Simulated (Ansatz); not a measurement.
cyclo-(SnF2)3 (Sn₃F₆). Total charge 0; singlet. Geometry relaxed at PBE-D4/def2-SVP.

Cartesian coordinates in Å:
```
Sn 0.495 1.896 0.455
F -1.463 0.993 0.907
F -0.594 1.313 -1.370
Sn -1.820 -0.411 -0.753
F -0.820 -1.632 0.785
F 0.051 -1.313 -1.492
Sn 1.324 -1.485 0.299
F 1.848 0.479 -0.553
F 0.978 0.160 1.723
```

In the def2 sets Sn takes a core potential; there is no spin–orbit coupling.

Question: Estimate the harmonic wavenumbers at RKS PBE-D4/def2-SVP (Ansatz, unscaled). Is this a minimum?

Answer: 82, 82, 131, 131, 202, 206, 207, 233, 238, 265, 269, 270, 270, 303, 303, 350, 408, 408, 415, 418, 418 cm⁻¹. Yes, no mode is imaginary beyond noise. Zero-point energy 33.5 kJ/mol. Run time 97 s (4 threads of Arm Neoverse V1 on a shared host).
